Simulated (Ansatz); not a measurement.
Input for Ansatz (a first-principles code): R-CCSD(T)/aug-cc-pV(D+d)Z on CH4O2Si (a complex), monomers drawn apart or pushed together. Files ending in .json are basis or fitting sets from the Basis Set Exchange.

Ansatz 0.2 input:
```yaml
crystal:
  periodic: [false, false, false]
  atoms:
    - {symbol: C, position_ang: [0.37267874, -0.35776862, 0.69753512]}
    - {symbol: O, position_ang: [1.43933991, -0.01463126, 0.86222777]}
    - {symbol: O, position_ang: [-0.50223617, -0.26875495, 2.56517203]}
    - {symbol: Si, position_ang: [-0.18908003, 0.20609381, 4.09432386]}
    - {symbol: H, position_ang: [-1.36852197, -0.54709108, 2.27842846]}
    - {symbol: H, position_ang: [-0.99423800, 1.38402246, 4.41802757]}
    - {symbol: H, position_ang: [1.23396376, 0.49419349, 4.03057020]}
    - {symbol: H, position_ang: [-0.50835206, -0.88150643, 5.01922049]}
basis:
  gaussian:
    orbitals: aug-cc-pV_D+d_Z.json
magnetization: {spin_polarized: false}
correlation: {method: ccsd_t, electrons: outside_noble_gas}
scf: {lower_state_search: off}
```

It printed:

```
WARN ansatz: RAYON_NUM_THREADS=1 ignored (pool sized by the plan → 1); use --threads N
Functional definition: HF
these checks for a lower state are left out or cut short: stability, starts, cluster_reference, orbital_swaps, neighbouring_geometries, increment
integrals: 0.33 GiB planned
1358 factors; integrals over basis functions are off by at most 6.9e-4 eV
mean field: 0.43 GiB planned
mean field evaluation 1: about -13027.8411 eV, gradient 4.2e1 eV
mean field evaluation 2: about -13027.9780 eV, gradient 4.2e1 eV
mean field evaluation 4: about -13031.5514 eV, gradient 3.6e0 eV
mean field evaluation 8: about -13031.5989 eV, gradient 2.6e-1 eV
mean field -13031.59954251 eV, -478.9024500519 hartree, gradient 1.4e-6 eV, S^2 0.000000; 0 other end points of the search recorded, 0 dependent functions left out
8 core orbitals not correlated
reference -13031.59954251 eV, -478.9024500519 hartree; 12, 12 occupied and 117, 117 virtual orbitals, 1358 factors
second order -16.90856386 eV of doubles, -0.00000000 eV of singles
coupled cluster: 0.89 GiB planned
cycle   1  -17.11962219 eV  change   -2.1e-1 eV  update   1.2e-1
cycle   2  -17.68014634 eV  change   -5.6e-1 eV  update   3.7e-2
cycle   3  -17.84016471 eV  change   -1.6e-1 eV  update   1.9e-2
cycle   4  -17.82728290 eV  change    1.3e-2 eV  update   4.0e-3
cycle   5  -17.82685878 eV  change    4.2e-4 eV  update   1.6e-3
cycle   6  -17.82764471 eV  change   -7.9e-4 eV  update   4.6e-4
cycle   7  -17.82740717 eV  change    2.4e-4 eV  update   2.1e-4
cycle   8  -17.82731707 eV  change    9.0e-5 eV  update   6.6e-5
cycle   9  -17.82734136 eV  change   -2.4e-5 eV  update   2.7e-5
perturbative correction -0.60074003 eV, -0.0220767890 hartree
Total energy: -13050.02762391 eV, -479.5796695522 hartree
Checks for a lower state left out: stability, starts, cluster_reference, orbital_swaps, neighbouring_geometries, increment
```

The run converged.

Cost: about 21 core-seconds (a rough figure).
